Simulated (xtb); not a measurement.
hydrogen chloride (HCl), singlet, geometry from GFN2-xTB. Base run: xtb with GFN2-xTB.

Here is a job for xtb.
```
$ xtb mol.xyz --gfn 2 --json

# file mol.xyz
2

Cl    -0.00000000    -0.00000000    -0.07094563
H      0.00000000     0.00000000     1.20607566
```

The base run was repeated with changes; each row names its change, and settings that it needs were set with it.

```csv
change,ΔE vs base (kJ/mol),HOMO-LUMO gap (eV),dipole (D),G_solv (kcal/mol),SCF cycles
base,0.00,9.18,1.05,-,9
alpb = methanol,-23.58,9.71,1.17,-7.26,9
acc = 0.0001,0.00,9.18,1.05,-,13
etemp = 10000,-2.44,9.16,1.08,-,9
etemp = 1000,0.00,9.18,1.05,-,9
gbsa = methanol,-23.77,9.73,1.17,-7.41,9
file = coord,0.00,9.18,1.05,-,9
```

ALPB and GBSA are two models with their own fitted parameters for each solvent, which aren't always the measured dielectric constant.
